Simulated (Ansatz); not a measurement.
System: C$_{3}$H$_{9}$AlO (charge 0, singlet). 
Coordinates optimised at B3LYP-D3(BJ)/def2-TZVP (Ansatz, a program for electronic structure):
```
Al
O 1 1.6984
C 2 1.4040 1 135.01
H 3 1.0943 2 110.12 1 120.83
H 3 1.0944 4 107.89 2 -120.21
H 3 1.0969 4 108.01 5 -116.48
C 1 1.9494 2 116.33 3 -179.66
H 7 1.0913 1 111.97 2 -6.96
H 7 1.0940 8 108.09 1 123.13
H 7 1.0946 8 107.70 9 114.57
C 1 1.9569 2 119.65 3 0.76
H 11 1.0922 1 112.96 2 -18.66
H 11 1.0935 12 107.89 1 123.70
H 11 1.0951 12 107.11 13 114.28
```

Basis-set convergence of Hartree-Fock and MP2 correlation energies (hartree) with Ansatz. Valence correlation only, unless marked. Spin-orbit coupling is left out. Non-relativistic.

| basis | functions | E(HF) | E(corr, MP2) |
|---|---|---|---|
| aug-cc-pV(D+d)Z | 205 | -435.70695 | -0.72317 |
| aug-cc-pV(T+d)Z | 446 | ? | ? |

Task: Some entries are withheld; supply them.

Result: 
- aug-cc-pV(T+d)Z, E(HF): -435.77126
- aug-cc-pV(T+d)Z, E(corr, MP2): -0.86915
